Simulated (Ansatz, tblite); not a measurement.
Isomers of Sr$_{3}$S$_{4}$ (singlet), found by a short tight-binding search and relaxed with PBE-D4/def2-SVP in Ansatz.

In the def2 sets Sr takes a core potential; there is no spin–orbit coupling. The xTB rows come from tblite. Correlated methods freeze 20 core orbitals; core or outer-core shells of Sr are correlated, in sets that lack core-valence functions.

Other spin states weren't relaxed.

A:

Cartesian coordinates in Å:
```
Sr 1.407 -0.117 0.767
Sr 0.259 1.508 -2.457
Sr -2.109 -1.354 1.449
S -1.353 1.026 -0.069
S -0.910 -0.837 -1.165
S 2.583 1.374 -1.292
S 0.122 -1.599 2.767
```

B:

```
atom   x (Å)   y (Å)   z (Å)
 Sr1  -0.002  -1.527   1.440
 Sr2  -2.019   1.657  -0.008
 Sr3   1.886   0.761  -0.507
  S4  -0.618   0.433  -2.094
  S5   2.453  -1.696   0.389
  S6  -1.782  -0.983  -0.893
  S7   0.081   1.354   1.672
```

C:

```xyz
7

Sr   -0.784   -1.191    3.122
Sr   -1.157    0.383   -0.340
Sr    2.511   -0.042   -1.022
S    -2.831   -0.247    1.798
S     0.757    1.906   -1.979
S     0.366   -0.101   -2.808
S     1.138   -0.707    1.229
```

D:

```xyz
7

Sr   -0.942    1.265   -1.671
Sr    0.116   -2.986   -0.707
Sr    0.877    0.453    2.080
S     0.903    2.522    0.111
S    -1.095    2.223    1.015
S    -0.942   -1.288   -2.496
S     1.082   -2.190    1.668
```

Estimate which lies lowest at each level, and how far above it the others are (kcal/mol).


```tsv
level	A	B	C	D
GFN1-xTB	0.6	0.0	5.0	12.1
GFN2-xTB	1.0	0.0	7.1	14.2
HF/def2-SVP	9.2	8.9	0.0	3.4
HF/def2-TZVP	9.8	8.3	0.0	2.5
PBE-D4/def2-SVP	5.5	1.1	0.0	8.9
PBE-D4/def2-TZVP	6.2	0.7	0.0	8.3
BLYP-D4/def2-TZVP	5.9	0.5	0.0	7.2
r2SCAN-D4/def2-TZVP	6.6	2.5	0.0	8.0
PBE0-D4/def2-SVP	6.3	2.4	0.0	8.6
PBE0-D4/def2-TZVP	6.9	2.0	0.0	7.9
BHLYP-D4/def2-TZVP	7.1	2.3	0.0	6.9
ωB97M-V/def2-TZVP	6.9	3.2	0.0	7.3
MP2/def2-SVP	5.7	3.7	0.0	8.9
MP2/def2-TZVP	6.7	4.0	0.0	7.3
CCSD/def2-SVP	6.5	4.1	0.0	8.1
CCSD(T)/def2-SVP	5.8	3.5	0.0	8.6
```
Point groups (tolerance 0.1 Å): A C2v, B Cs, C not assigned, D C2v. Lower isomers may exist.
